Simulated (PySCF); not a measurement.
## Selenium: a sound run and one with changed settings

Sound run: Se [Ar] 3d10 4s2 4p4, Se⁺ [Ar] 3d10 4s2 4p3. Calculation: PySCF 2.14, in cc-pVDZ-DK (5s4p2d, 27 functions); scalar relativity by spin-free X2C-1e. In the sound run the correlated levels freeze [Ar] 3d10. The sound run starts from symmetry-adapted Hartree-Fock orbitals and uses a fine grid where one is needed.

Changed run: no relativity, point nucleus. This setting is unsound on purpose.

| species | method | sound run (hartree) | changed run (hartree) | converged |
| --- | --- | --- | --- | --- |
| Se | UHF | -2427.95937 | -2383.02748 | yes |
| Se | M06-2X | -2429.82087 | -2384.89346 | yes |
| Se | M06-L | -2429.61345 | -2384.68324 | yes |
| Se | MP2 | -2428.03040 | -2383.09892 | yes |
| Se | CCSD(T) | -2428.04662 | -2383.11565 | yes |
| Se⁺ | UHF | -2427.64684 | -2382.71196 | yes |
| Se⁺ | M06-2X | -2429.46962 | -2384.53981 | yes |
| Se⁺ | M06-L | -2429.26212 | -2384.32917 | yes |
| Se⁺ | MP2 | -2427.70305 | -2382.76907 | yes |
| Se⁺ | CCSD(T) | -2427.71835 | -2382.78505 | yes |

Ionisation energy of Se:

```csv
method,sound run (eV),changed run (eV)
UHF,8.504,8.586
M06-2X,9.558,9.623
M06-L,9.560,9.635
MP2,8.907,8.976
SCS-MP2,8.927,8.995
CCSD,8.927,8.991
CCSD(T),8.933,8.996
```

Most of the change in total energy is the relativistic energy itself. On top of that the contraction fixes the core shape for the Hamiltonian it was made with, so the changed run is not a good calculation with the other Hamiltonian either.

For comparison, NIST gives 9.752 eV between the lowest levels.
